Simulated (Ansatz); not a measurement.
Start from `[SbH2][TeH]` and change one element to get `[OH][SbH2]`.

Ansatz, PBE0-D4/def2-TZVP geometries, multiplicity 1. 

Elements past krypton have def2 core potentials.

```json
{"property": "HOMO–LUMO gap (ωB97M-V/def2-TZVPP) / eV", "`[SbH2][TeH]`": "8.56"}
{"property": "LUMO energy (B3LYP/def2-TZVPP) / eV", "`[SbH2][TeH]`": "-1.81"}
{"property": "zero-point energy (PBE0-D4/def2-TZVP) / kJ/mol", "`[SbH2][TeH]`": "53.4"}
{"property": "ideal-gas entropy at 298 K and 1 bar (rigid rotor, harmonic PBE0-D4/def2-TZVP) / J/(mol·K)", "`[SbH2][TeH]`": "313"}
{"property": "HOMO energy (B3LYP/def2-TZVPP) / eV", "`[SbH2][TeH]`": "-6.21"}
{"property": "HOMO energy (PBE0/def2-TZVPP) / eV", "`[SbH2][TeH]`": "-6.44"}
```

Question: What does the change do to each property? (Estimate.)

Answer: Ansatz gave: 
| property | `[OH][SbH2]` | shift |
| --- | --- | --- |
| HOMO–LUMO gap (ωB97M-V/def2-TZVPP) / eV | 10.07 | 1.51 |
| LUMO energy (B3LYP/def2-TZVPP) / eV | -1.40 | 0.41 |
| zero-point energy (PBE0-D4/def2-TZVP) / kJ/mol | 70.0 | 16.6 |
| ideal-gas entropy at 298 K and 1 bar (rigid rotor, harmonic PBE0-D4/def2-TZVP) / J/(mol·K) | 277 | -36 |
| HOMO energy (B3LYP/def2-TZVPP) / eV | -7.23 | -1.02 |
| HOMO energy (PBE0/def2-TZVPP) / eV | -7.39 | -0.95 |

With PBE0 the HOMO falls by 0.95 eV and the LUMO rises by 0.47 eV, so the gap widens by about 1.42 eV. PBE moves the HOMO by -0.88 eV and ωB97M-V by -1.01 eV.

B3LYP here is the variant with VWN-RPA as its local correlation; programs differ in this.

Spin–orbit coupling is left out; it splits and shifts lone-pair levels of the heavy atoms by tenths of an eV.
